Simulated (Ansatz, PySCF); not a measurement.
The pair A = H2S (SMILES S) (first 3 atoms), B = CH3I (SMILES CI); geometry from B3LYP-D3(BJ)/def2-TZVP.
(charge 0, multiplicity 1):
```xyz
8

S     -0.144    -0.466    -0.681
H     -0.549    -1.740    -0.806
H     -0.899    -0.276     0.416
C      1.135    -1.194     2.941
I     -0.935    -0.806     3.412
H      1.357    -2.199     3.279
H      1.236    -1.097     1.865
H      1.727    -0.456     3.470
```

Correlated levels freeze the cores. Filled d and f shells under p-block atoms count as core. CBS(a, b) extrapolates the correlation energy as X⁻³ and adds the Hartree–Fock energy of set b.

Codes used: Ansatz (Gaussian orbitals); PySCF for the dispersion terms.  In def2 rows elements past Kr take small-core potentials, without spin–orbit coupling.

The monomers are drawn apart, rigid, along the line of their centres of mass. Counterpoise-corrected interaction energies (kcal/mol):

```csv
level,R = 5.280 Å,R = 6.497 Å
PBE/def2-TZVPPD,-0.8079,-0.2385
PBE-D3(BJ)/def2-TZVPPD,-1.2420,-0.3624
wB97M-V/def2-TZVPPD,-0.9819,-0.3192
"CCSD(T)/CBS(def2-SVPD, def2-TZVPPD)",-0.9838,-0.3130
```

### Question
R is the distance of the centres of mass. Find the local exponent m of E ∝ R⁻ᵐ between the two points.

### Answer

m = ln(E₁/E₂)/ln(R₂/R₁): PBE/def2-TZVPPD 5.9; PBE-D3(BJ)/def2-TZVPPD 5.9; wB97M-V/def2-TZVPPD 5.4; CCSD(T)/CBS(def2-SVPD, def2-TZVPPD) 5.5. For scale, two fixed dipoles give m = 3, dipole and quadrupole 4, quadrupoles 5, and dispersion or dipole-induced dipole 6 at long range; at these distances several terms mix, and what is left of overlap and damping shifts m, so it need not match one of them.

Ansatz is an electronic-structure program.
